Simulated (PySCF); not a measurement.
CH₇BN₂O, SMILES CNB(N)O.

Geometry optimised at PBE0-D3(BJ)/def2-SVP. This is a generated structure with no PubChem entry under its InChIKey; it may be hypothetical. Other conformers were not sampled.

Two levels are set side by side: TDA-PBE/def2-SVPD (PySCF) and TDA-PBE0/def2-SVPD (PySCF). Vertical, same geometry. The lowest singlet is HOMO→LUMO 100 % with PBE and HOMO→LUMO 98 % with the other functional; states are paired by order. Differences are taken from unrounded values.

```csv
quantity,TDA-PBE0
lowest singlet excitation (eV),5.59
lowest triplet excitation (TDA) (eV),5.44
```

Question: What does TDA-PBE give, and how far is it from TDA-PBE0? (Estimate from the structure and the level; the computed values follow.)

Answer: 
| quantity | TDA-PBE | TDA-PBE minus TDA-PBE0 |
|---|---|---|
| lowest singlet excitation (eV) | 4.79 | -0.81 |
| lowest triplet excitation (TDA) (eV) | 4.67 | -0.76 |

Functionals without exact exchange tend to place singlet excitations lower, as here. Differences between two approximate levels are no errors against the true value.

Rough cost on one machine, each run with all the roots and properties that it gave: TDA-PBE0 against TDA-PBE about 2 times.
